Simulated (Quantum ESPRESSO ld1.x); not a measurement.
Q: All-electron atom: Ni23+ in [He] 2s2 2p1 (the NIST ground configuration). All-electron calculation, scalar-relativistic Kohn-Sham, LDA (Slater exchange, VWN5 correlation), spin-polarised, spherical densities, point nucleus; open shells are filled with parallel spins first. Program: ld1.x of Quantum ESPRESSO 7.5. Some entries of the table are withheld. Estimate them.

orbital  occ.  eigenvalue (eV)  <r^2> (bohr^2)
1s up       1        -9643.331             (1)
1s down     1        -9635.378             (2)
2s up       1        -2146.032         0.05974
2s down     1        -2132.845         0.06008
2p up       1        -2062.129             (3)
2p down     0        -2046.021             (4)

A: 
(1) 1s up <r^2> (bohr^2): 0.003903
(2) 1s down <r^2> (bohr^2): 0.003896
(3) 2p up <r^2> (bohr^2): 0.04528
(4) 2p down <r^2> (bohr^2): 0.04562
